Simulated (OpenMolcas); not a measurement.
# O: effect of correlating more closed shells

```
Program             : OpenMolcas
Basis               : ANO-RCC [8s7p4d3f2g]
Scalar Hamiltonian  : DKH2, point nucleus
Active space        : 6 electrons in 9 orbitals (RAS2 2s 2p; RAS3 3d, at most 2 electrons)
State averaging     : 2S+1 = 3 even, 3 roots; 2S+1 = 1 even, 6 roots
Spin-orbit coupling : state interaction with AMFI integrals over the reference wave functions, term energies averaged over their components
```

Methods on the same reference wave functions:
A. RASSCF
B. SS-RASPT2, IPEA 0.25 Eh, imaginary shift 0.1 Eh (closed shells correlated: none)
C. SS-RASPT2, IPEA 0.25 Eh, imaginary shift 0.1 Eh (closed shells correlated: 1s)

Energies in cm⁻¹ above 2s² 2p⁴ ³P₂, the measured ground level; measured values from NIST Handbook of Basic Atomic Spectroscopic Data.

```json
{"Level": "2s² 2p⁴ ³P₂", "A": "0.0", "B": "0.0", "C": "0.0", "Measured": "0.0"}
{"Level": "2s² 2p⁴ ³P₁", "A": "149", "B": "149", "C": "149", "Measured": "158"}
{"Level": "2s² 2p⁴ ³P₀", "A": "222", "B": "222", "C": "222", "Measured": "227"}
{"Level": "2s² 2p⁴ ¹D₂", "A": "17203", "B": "15520", "C": "15590", "Measured": "15868"}
{"Level": "2s² 2p⁴ ¹S₀", "A": "36299", "B": "33280", "C": "33390", "Measured": "33793"}
```

Deviations, from unrounded energies. A percentage is the sum of absolute deviations over the sum of measured energies, with the sign that they share, or ± where signs differ.

| Against measurement | Levels | A | B | C |
| --- | --- | --- | --- | --- |
| mean absolute deviation (cm-1) | 4 | 960 | 220 | 170 |
| fine structure of the ground term (%) | 2 | -3.8 | -3.8 | -3.8 |
| other terms of the ground configuration (%) | 2 | +7.7 | -1.7 | -1.4 |

C lies closest to measurement on these levels and A furthest from it. The largest miss of C in the table is 2s² 2p⁴ ¹S₀, by -400 cm-1. The ranking rests on the paired levels alone, and a cruder setting can come out closer through cancelling errors.

Between B and C the level of the table that moves most is 2s² 2p⁴ ¹S₀, by 110 cm-1 (lowest in B, highest in C). Moves below CASPT2's spread within the term are not significant.

From A to B the spin-free energies of the other terms of 2s² 2p⁴ shown, above ³P, scale by factors of 0.90 to 0.92.

The lowest spin-free term lies below A's lowest term by 0.108 hartree in B, 0.150 hartree in C.

What an inner shell adds also hangs on whether the basis holds functions to correlate it.

CASPT2 breaks the degeneracy within a term, and the mean is taken; among the terms shown or strongly mixed into the levels shown the widest spread is 40 cm-1 (2s² 2p⁴ ¹D, C). Active for correlation alone: 3d; no level in the range computed is led by a configuration that fills it, so any true level of that kind is missing. Without dynamic correlation excited terms often stand tens of per cent too high (terms of higher spin than the ground term too low), and those without a measured partner can miss by more than the paired ones (holds for A). Measured partners are found by configuration, term and J. A level has none where our copy of the source lacks it or the pairing is in doubt (some pairs that miss far off the trend of their configuration count as doubtful), and it then counts in no deviation. Only configurations of the active space appear.
